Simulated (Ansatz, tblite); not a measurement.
Removing an electron: [SnH3]- (SnH₃⁻). Total charge -1; singlet. Geometry: PBE-D4/def2-TZVPD. Ansatz, gas phase; energy differences of separate SCF runs; the oxidised species was run as a doublet alone.

Cartesian coordinates in Å:
```
Sn 0.612 0.443 -0.100
H -0.828 0.910 0.906
H 0.668 -1.213 0.647
H -0.451 -0.140 -1.454
```

In the def2 sets Sn takes a core potential; there is no spin–orbit coupling. The xTB rows come from tblite. Correlated methods freeze 4 core orbitals; core or outer-core shells of Sn are correlated, in sets that lack core-valence functions.

```csv
level,−HOMO (eV),vertical IE (eV),−LUMO (eV),HOMO–LUMO gap (eV),remarks
PBE-D4/def2-TZVPD,-0.40,2.39,-3.60,3.20,HOMO above zero (-1 singlet)
r2SCAN-D4/def2-TZVPD,-0.22,2.36,-4.17,3.95,HOMO above zero (-1 singlet)
PBE0-D4/def2-TZVPD,0.44,2.38,-4.09,4.53,–
CCSD/def2-TZVPPD,–,2.34,–,–,–
CCSD(T)/def2-TZVPPD,–,2.38,–,–,–
```

Estimate the rows for GFN1-xTB, GFN2-xTB, HF/def2-TZVPPD, MP2/def2-TZVPPD.


```
          level  −HOMO (eV)  vertical IE (eV)  −LUMO (eV)  HOMO–LUMO gap (eV)
       GFN1-xTB        3.88              7.49       -2.66                6.54
       GFN2-xTB        3.84              7.16       -2.15                5.99
 HF/def2-TZVPPD           –              1.50           –                   –
MP2/def2-TZVPPD           –              2.42           –                   –
```

  A HOMO above zero means that the electron is unbound at that level or that self-interaction error raises the level; the energy of removing that electron tells which. Raw xTB energy differences between charge states are shifted by several eV; the methods need an empirical correction for them.
